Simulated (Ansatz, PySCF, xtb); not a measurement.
Breaking the Si4–H5 bond in GaH5Si (SMILES [SiH3][GaH2]) (multiplicity 1 held, fragments rigid). Energies count from the point at 1.488 Å.
Geometry at that point (charge 0, multiplicity 1):
| atom | x (Å) | y (Å) | z (Å) |
|---|---|---|---|
| Ga | 0.0214 | -0.3802 | -0.7300 |
| H | -1.2890 | -0.5161 | -1.5946 |
| H | 1.3585 | -0.9627 | -1.3251 |
| Si | -0.0393 | 0.7330 | 1.4213 |
| H | -0.0485 | 2.2044 | 1.2014 |
| H | 1.1342 | 0.4111 | 2.2710 |
| H | -1.2689 | 0.3879 | 2.1794 |

Unrestricted levels (U-) break spin symmetry where that is lower. Levels need not reach the same state.

Rows in LANL2DZ carry no dispersion term and start afresh at each structure. LANL2DZ brings its own core potentials from Na on.

The values were computed with Ansatz (Gaussian orbitals); PySCF for LANL2DZ rows; xtb for the GFN methods. Each number belongs to the level named beside it. The GFN methods have no spin term and hold the electronic entropy of 300 K.

**Question.** One of these levels gives 65.33 kcal/mol for the energy at R = 4.761 Å. Name it.
A) GFN2-xTB
B) U-HF/LANL2DZ
C) U-r2SCAN/def2-TZVPP

**Answer.** B, U-HF/LANL2DZ. The others give 92.46 (GFN2-xTB), 84.93 (U-r2SCAN/def2-TZVPP)

Doubts at one or more of the structures used: a spin-contaminated determinant (U-HF/LANL2DZ, U-r2SCAN/def2-TZVPP).

Ansatz is a first-principles code.
